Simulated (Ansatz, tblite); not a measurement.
Forces on InH2Me (CH₅In) at its PBE0-D4/def2-TZVP geometry. Total charge 0; singlet.

In the def2 sets In takes a core potential; there is no spin–orbit coupling. The xTB rows come from tblite.

GFN1-xTB (tblite), largest force 0.85 eV/Å:

```xyz
7
positions Å, forces eV/Å
In    0.115    0.296   -1.099    0.087    0.226   -0.810
H     1.581    1.033   -1.650   -0.009   -0.003   -0.024
H    -1.153   -0.016   -2.234    0.014    0.006   -0.020
C    -0.113   -0.246    0.972    0.022   -0.151    0.283
H     0.327   -1.234    1.133   -0.045   -0.012    0.170
H    -1.165   -0.293    1.257    0.012   -0.016    0.214
H     0.407    0.460    1.621   -0.081   -0.050    0.187
```

GFN2-xTB (tblite), largest force 0.63 eV/Å:

```
In 0.019 0.120 -0.333
H -0.059 0.006 -0.172
H 0.096 0.067 -0.141
C 0.015 -0.263 0.570
H -0.033 0.037 0.038
H -0.018 0.017 0.020
H -0.021 0.016 0.018
```

PBE0-D4/def2-TZVP (Ansatz), largest force 0.00 eV/Å:

```
In 0.001 0.000 0.000
H 0.000 0.000 0.000
H 0.000 0.000 -0.001
C 0.000 0.000 0.000
H 0.000 -0.001 -0.001
H -0.001 0.000 0.001
H 0.000 0.001 0.000
```
